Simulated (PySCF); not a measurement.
Compound: C6H13FSi3.
Structure used (PBE0-D3(BJ)/def2-SVP), in Å, numbered top down from 1:
```xyz
23
C6H13FSi3 angstrom
C     -1.5938   -1.7530    1.1281
C     -1.1854   -0.4864    0.4285
C     -1.5441    0.7313    0.8851
Si    -1.1262    2.3915    0.1329
C     -0.1861    2.1758   -1.4612
C      0.1898    0.9742   -1.9106
F      0.9019    0.8773   -3.0542
Si    -0.0984   -0.7033   -1.0942
C      1.5859   -1.3841   -0.6092
Si     2.3172   -0.5285    0.9029
H     -0.7110   -2.3350    1.4445
H     -2.2022   -1.5469    2.0222
H     -2.1753   -2.4067    0.4562
H     -2.1559    0.7602    1.8022
H     -0.3137    3.1993    1.0979
H     -2.3870    3.1617   -0.1114
H      0.1022    3.0512   -2.0592
H     -0.7632   -1.6088   -2.0824
H      1.5202   -2.4684   -0.4171
H      2.2607   -1.2494   -1.4721
H      3.7713   -0.8480    1.0452
H      2.1646    0.9545    0.7906
H      1.6114   -0.9867    2.1387
```

Method: PySCF, PBE0-D3(BJ)/def2-SVP geometry optimisation, gas phase.

Take the most abundant isotopes and a rigid rotor. The values belong to one conformer with, in the numbering `[CH3:1][C:2]1=[CH:3][SiH2:4][CH:5]=[C:6]([F:7])[Si@H:8]1[CH2:9][SiH3:10]`, C6–Si8–C9–Si10 75°.

(1) Give the principal moments of inertia and the rotational constants in MHz.

(2) What kind of rotor is it?

(3) What does the inertial defect say?

(4) Give the other two planar moments, Paa and Pbb, and the rms extents of the mass along the axes.

(5) List the rotational levels J(Ka,Kc) to J = 4 (K).

(6) Which types of transition are allowed, and where do some lines up to J = 5 fall?

(7) Estimate the classical rotational partition function at 10 K, 200 K and 298.15 K.

Results:

(1) Ia = 585.29, Ib = 677.11, Ic = 876.31 u·Å²; 505379 MHz·u·Å²/I gives A = 863.5, B = 746.4, C = 576.7 MHz.

(2) An asymmetric top; Ray's κ = 0.183.

(3) Not planar: Δ = Ic − Ia − Ib = -386.10 u·Å². For a rigid frame Δ = −2 Σ m c², so Σ m c² = 193.05 u·Å² lies off the ab plane: 34.20 from hydrogen and 158.84 from heavier atoms. The atom farthest from that plane is 2.56 Å away.

(4) Paa = Σ m a² = (Ib + Ic − Ia)/2 = 484.06 and Pbb = Σ m b² = (Ia + Ic − Ib)/2 = 392.24 u·Å². With the mass M = 188.03 u, the rms extents √(P/M) along a, b and c are 1.60, 1.44, 1.01 Å.

(5) Above 0(0,0), as E/k:
J = 1: 1(0,1) 0.063, 1(1,1) 0.069, 1(1,0) 0.077
J = 2: 2(0,2) 0.186, 2(1,2) 0.188, 2(1,1) 0.212, 2(2,1) 0.229, 2(2,0) 0.234
J = 3: 3(0,3) 0.363, 3(1,3) 0.364, 3(1,2) 0.411, 3(2,2) 0.420, 3(2,1) 0.437, 3(3,1) 0.471, 3(3,0) 0.473
J = 4: 4(0,4) 0.596, 4(1,4) 0.596, 4(1,3) 0.667, 4(2,3) 0.670, 4(2,2) 0.709, 4(3,2) 0.730, 4(3,1) 0.741, 4(4,1) 0.794, 4(4,0) 0.795
The levels of one J sum to (2J + 1)J(J + 1)(A + B + C)/3.

(6) The dipole components are |μa| = 1.04 D, |μb| = 1.23 D, |μc| = 0.59 D. Intensities carry the squares of the components, which stand as 0.72 : 1.00 : 0.23 (a : b : c). Some lines, for components of 0.1 D or more:

```
type  branch         J(Ka,Kc)   MHz  lower level (cm⁻¹)
   b       Q  2(1,1) ← 2(0,2)   552               0.129
   b       Q  3(3,1) ← 3(2,2)  1059               0.292
   b       Q  4(4,0) ← 4(3,1)  1117               0.515
   b       Q  3(2,2) ← 3(1,3)  1164               0.253
   a       Q  5(2,3) ← 5(2,4)  1342               0.679
   b       Q  4(2,3) ← 4(1,4)  1546               0.414
   b       Q  5(5,1) ← 5(4,2)  1634               0.779
   b       R  2(2,1) ← 1(1,0)  3167               0.054
   b       R  4(2,2) ← 3(3,1)  4959               0.327
   c       R  3(3,0) ← 2(2,0)  4973               0.163
   b       R  3(2,1) ← 2(1,2)  5197               0.131
   b       R  5(0,5) ← 4(1,4)  5987               0.414
   a       R  5(1,5) ← 4(1,4)  5987               0.414
   c       R  4(3,1) ← 3(2,1)  6326               0.304
   a       R  5(2,4) ← 4(2,3)  6409               0.466
   a       R  5(1,4) ← 4(1,3)  6459               0.463
   b       R  5(2,3) ← 4(3,2)  6489               0.508
   a       R  5(4,1) ← 4(4,0)  6913               0.552
   c       R  5(1,4) ← 4(0,4)  7938               0.414
   c       R  5(2,4) ← 4(1,4)  7955               0.414
   b       R  5(3,2) ← 4(2,3)  8570               0.466
```

(7) Point group C1, symmetry number σ = 1; q = (√π/σ)·√((kT/h)³/(ABC)), k/h = 20836.6 MHz/K: 8740 at 10 K, 782000 at 200 K, 1420000 at 298.15 K.

PBE0-D3(BJ)/def2-SVP frequencies: not computed here. Zero-point vibration and centrifugal distortion are left out. A rigid rotor knows nothing of internal rotation, which can split or shift real lines.
